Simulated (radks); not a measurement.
Results of a calculation; reference values are marked as such.
Valence configurations of neutral chromium (all share [Ar]). Level of theory: Dirac Kohn-Sham, LDA (Slater exchange, Perdew-Wang correlation), spin-unpolarised, spherical densities, point nucleus; open shells are shared between the two j in proportion to 2j + 1 (a radial shooting solver on a logarithmic mesh with Libxc functionals). Energies are relative to 3d5 4s1; eigenvalues in eV.

valence          E (eV)  e(3d3/2)  e(3d5/2)  e(4p1/2)  e(4p3/2)  e(4s1/2)
3d5 4s1           0.000    -3.176    -3.098         -         -    -4.191
3d4 4s2          -0.051    -6.278    -6.187         -         -    -5.072
3d4.5 4s1.5      -0.302    -4.544    -4.460         -         -    -4.592
3d4 4s1 4p1       3.616    -7.722    -7.630    -2.251    -2.207    -5.995
3d5 4p1           3.200    -4.536    -4.456    -1.865    -1.833         -
3d6               1.720    -1.549    -1.481         -         -         -
3d5 4s0.5 4p0.5   1.574    -3.887    -3.808    -1.526    -1.496    -4.703
3d4 4p2           7.490    -8.987    -8.895    -2.814    -2.764         -
3d4.5 4s0.5 4p1   3.117    -5.964    -5.879    -2.041    -2.003    -5.541
3d5.5 4p0.5       2.201    -2.844    -2.771    -1.402    -1.376         -

NIST lists [Ar] 3d5 4s1 as the ground configuration; this level of theory puts 3d4.5 4s1.5 lower, by 0.302 eV. The energies are those of spherical spin-averaged densities, not of single terms.
